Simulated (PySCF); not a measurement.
C7H5N, charge -1, sextet, geometry from GFN2-xTB of the parent state (a state made from the parent by changing its charge; the spin is typed, not shown lowest) (in this run its highest filled SCF level lies above zero, so its values depend strongly on the basis, on diffuse functions most of all); B3LYP/STO-3G run with PySCF.

Input for PySCF:
```python
from pyscf import gto, scf, dft

mol = gto.Mole()
mol.atom = '''
    N     3.144770    0.559628    0.021020
    C     1.988361    0.353839    0.013291
    C     0.639637    0.113827    0.004275
    C    -0.316437    1.183381    0.092675
    C    -1.655097    0.929425    0.082524
    C    -2.153095   -0.383154   -0.014392
    C    -1.231655   -1.443138   -0.101819
    C     0.112449   -1.219682   -0.094038
    H     0.055633    2.200508    0.167871
    H    -2.360355    1.755367    0.150559
    H    -3.219392   -0.572907   -0.021519
    H    -1.607749   -2.461512   -0.177083
    H     0.813498   -2.045841   -0.162061
'''
mol.basis = 'sto-3g'
mol.charge = -1
mol.spin = 5
mol.verbose = 3
mol.build()

mf = dft.UKS(mol)
mf.xc = 'b3lyp'
mf.kernel()
mf.analyze()
```

It wrote (shortened):

```
converged SCF energy = -319.875594244993  <S^2> = 8.7616582  2S+1 = 6.0038848
**** MO energy ****
                             alpha | beta                alpha | beta
MO #1   energy= -13.7435859109993  | -13.7277236313158  occ= 1 | 1
MO #2   energy= -9.79532861633203  | -9.78630196136575  occ= 1 | 1
MO #3   energy= -9.79529012999819  | -9.78628054668708  occ= 1 | 1
MO #4   energy= -9.78383241385873  | -9.77424808871208  occ= 1 | 1
MO #5   energy= -9.78378671460936  | -9.77122527152398  occ= 1 | 1
MO #6   energy= -9.78023113647086  | -9.77119981199541  occ= 1 | 1
MO #7   energy= -9.76185815612323  | -9.75693741135974  occ= 1 | 1
MO #8   energy= -9.6466429551107   | -9.63846140756988  occ= 1 | 1
MO #9   energy= -0.625858651082463 | -0.590543750429792 occ= 1 | 1
MO #10  energy= -0.579385920629932 | -0.528225057601965 occ= 1 | 1
MO #11  energy= -0.536162048881674 | -0.495278045947272 occ= 1 | 1
MO #12  energy= -0.504299915911479 | -0.471723644765337 occ= 1 | 1
MO #13  energy= -0.390970321848273 | -0.365223950153648 occ= 1 | 1
MO #14  energy= -0.373227156244909 | -0.345565280362674 occ= 1 | 1
MO #15  energy= -0.3038185824339   | -0.291805272186858 occ= 1 | 1
MO #16  energy= -0.255453778140659 | -0.236175462223788 occ= 1 | 1
MO #17  energy= -0.209778728648346 | -0.194016969075713 occ= 1 | 1
MO #18  energy= -0.194606188849405 | -0.179899828449462 occ= 1 | 1
MO #19  energy= -0.190630977932915 | -0.176916004890768 occ= 1 | 1
MO #20  energy= -0.164268420951085 | -0.112157462329753 occ= 1 | 1
MO #21  energy= -0.128749275144919 | -0.0893778897334545 occ= 1 | 1
MO #22  energy= -0.102403096598832 | -0.0704757707572203 occ= 1 | 1
MO #23  energy= -0.0681801379591276 | 0.0126122407895006 occ= 1 | 1
MO #24  energy= -0.0652309014650874 | 0.0442549377219179 occ= 1 | 1
MO #25  energy= -0.00528513004727382 | 0.071351209017724  occ= 1 | 1
MO #26  energy= 0.00429428717577829 | 0.0956655224437417 occ= 1 | 0
MO #27  energy= 0.00773421028242005 | 0.149361571739348  occ= 1 | 0
MO #28  energy= 0.184794314692328  | 0.32492215047937   occ= 1 | 0
MO #29  energy= 0.187920391563003  | 0.361849013384355  occ= 1 | 0
MO #30  energy= 0.332027880468878  | 0.475995636475938  occ= 1 | 0
MO #31  energy= 0.360394521346808  | 0.485775522082664  occ= 0 | 0
MO #32  energy= 0.502706726524941  | 0.540185520139436  occ= 0 | 0
MO #33  energy= 0.528573619076407  | 0.586192400964821  occ= 0 | 0
MO #34  energy= 0.574756948619306  | 0.589033438123691  occ= 0 | 0
MO #35  energy= 0.614325279751424  | 0.633719628343936  occ= 0 | 0
MO #36  energy= 0.637583502432669  | 0.66936735321934   occ= 0 | 0
MO #37  energy= 0.656010643617665  | 0.700556249073317  occ= 0 | 0
MO #38  energy= 0.665675776917936  | 0.706173095048596  occ= 0 | 0

To work with the spin densities directly, `use mulliken_meta_spin()` only printing them here.

 ** Mulliken spin pop alpha/beta on meta-lowdin orthogonal AOs **
 ** Mulliken Spin Density (per atom)  **
spin density of  0 N =      1.04766
spin density of  1 C =      0.52808
spin density of  2 C =      0.33805
spin density of  3 C =      0.80180
spin density of  4 C =      0.59685
spin density of  5 C =      0.39528
spin density of  6 C =      0.59685
spin density of  7 C =      0.80181
spin density of  8 H =     -0.02829
spin density of  9 H =     -0.01724
spin density of  10 H =     -0.01532
spin density of  11 H =     -0.01724
spin density of  12 H =     -0.02829
 ** Mulliken pop alpha/beta on meta-lowdin orthogonal AOs **
 ** Mulliken atomic charges   ( Nelec_alpha | Nelec_beta ) **
charge of  0N =     -0.33852  (     4.19309      3.14543 )
charge of  1C =     -0.21336  (     3.37072      2.84264 )
charge of  2C =     -0.06498  (     3.20151      2.86346 )
charge of  3C =     -0.06436  (     3.43308      2.63128 )
charge of  4C =     -0.08523  (     3.34104      2.74419 )
charge of  5C =     -0.13376  (     3.26452      2.86924 )
charge of  6C =     -0.08521  (     3.34103      2.74418 )
charge of  7C =     -0.06434  (     3.43307      2.63127 )
charge of  8H =      0.01819  (     0.47676      0.50505 )
charge of  9H =      0.00448  (     0.48914      0.50638 )
charge of  10H =      0.00440  (     0.49014      0.50546 )
charge of  11H =      0.00448  (     0.48914      0.50638 )
charge of  12H =      0.01819  (     0.47676      0.50505 )

WARN: System has nonzero charge -1; the dipole moment is origin-dependent.
Location of origin: [0. 0. 0.]

Dipole moment(X, Y, Z, Debye): -5.90924, -1.05176, -0.03951
```
